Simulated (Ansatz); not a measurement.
The first iterations of a band of CH$_{8}$GeOSi (12 atoms, charge 0, multiplicity 1).

Theory: RKS B3LYP-D4/def2-SVP (Ansatz 0.2.0).

```yaml
movable_images: 5
climbing_image: yes
spring: 5.0 eV/Å²
optimiser: quadratic models (default)
start_path: through a guess of the saddle point
force_threshold: 0.03 eV/Å
iteration_limit: 60
end_points: relaxed
```

Image 0:

```xyz
12
Properties=species:S:1:pos:R:3
O 0.186 1.754 0.015
C -0.392 0.449 -0.123
Si -0.315 -0.497 1.526
Ge 0.625 -0.416 -1.593
H -0.336 2.259 0.654
H -1.444 0.499 -0.472
H 1.101 -0.751 1.917
H -1.049 -1.796 1.442
H -0.950 0.354 2.580
H 0.485 0.439 -2.867
H 0.057 -1.829 -1.850
H 2.109 -0.521 -1.195
```

Image 6:

```xyz
12
Properties=species:S:1:pos:R:3
O 0.148 1.651 0.256
C -0.504 0.174 0.013
Si -0.539 -0.694 1.629
Ge 0.307 -0.464 -1.603
H -0.427 2.292 -0.191
H 1.047 1.731 -0.132
H 0.768 -0.865 2.368
H -1.067 -2.059 1.323
H -1.451 -0.034 2.621
H -0.424 -0.056 -2.912
H 0.511 -1.993 -1.630
H 1.707 0.263 -1.708
```

| iteration | highest image above the first end (eV) | largest band force component (eV/Å) |
| --- | --- | --- |
| 1 | 6.179 | 22.131 |
| 2 | 4.116 | 3.099 |
| 3 | 3.739 | 2.411 |
| 4 | 3.456 | 1.563 |
| 5 | 4.112 | 1.271 |
| 6 | 4.460 | 1.916 |
| 7 | 4.100 | 1.781 |
| 8 | 3.851 | 1.228 |
| 9 | 3.709 | 1.018 |
| 10 | 3.648 | 0.973 |
| 11 | 3.556 | 0.954 |

Q: Does the band converge within its limit, and where does its top end?

A: The run converged. It ended after 33 iterations with the highest image 3.310 eV above the first end. Neighbouring images differ by up to 2.1 eV, so the band resolves the path poorly. A vibrational analysis at the climbing image gives one clearly imaginary mode, 657i cm⁻¹: a first-order saddle point. The orbitals stay closed-shell, which can raise the energy where a bond breaks towards radicals; this wasn't checked here.

Time of the run: 7.7 min on 2 threads of Arm Neoverse V2, with other jobs on the host, peak memory 0.3 GiB.
